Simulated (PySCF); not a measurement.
In(Vi)(OH)(NH2), SMILES C=[CH][In]([NH2])[OH] (C2H6InNO), singlet (B3LYP/def2-SVP optimised geometry):

```
11

In    -0.056    -0.628     0.000
C     -1.388     1.053     0.000
C     -0.993     2.330     0.073
H     -2.462     0.837    -0.068
H     -1.714     3.159     0.065
H      0.060     2.626     0.142
O     -0.914    -2.443    -0.215
H     -0.270    -3.159    -0.293
N      1.995    -0.628     0.000
H      2.459    -1.477     0.320
H      2.462     0.172     0.423
```

Computed with B3LYP/def2-TZVP, def2 effective core potentials past Kr in PySCF.

**Question.** What are the frontier orbital energies and the dipole moment?

**Answer.** HOMO-2 -7.98 eV, HOMO-1 -7.72 eV, HOMO -6.86 eV, LUMO -1.36 eV, LUMO+1 -1.09 eV; dipole moment 2.28 D.

On the same geometry PBE/def2-TZVP, def2 effective core potentials past Kr run with PySCF 2.14.0 gives HOMO-2 -6.84 eV, HOMO-1 -6.44 eV, HOMO -5.72 eV, LUMO -1.92 eV, LUMO+1 -1.65 eV; dipole moment 2.16 D.
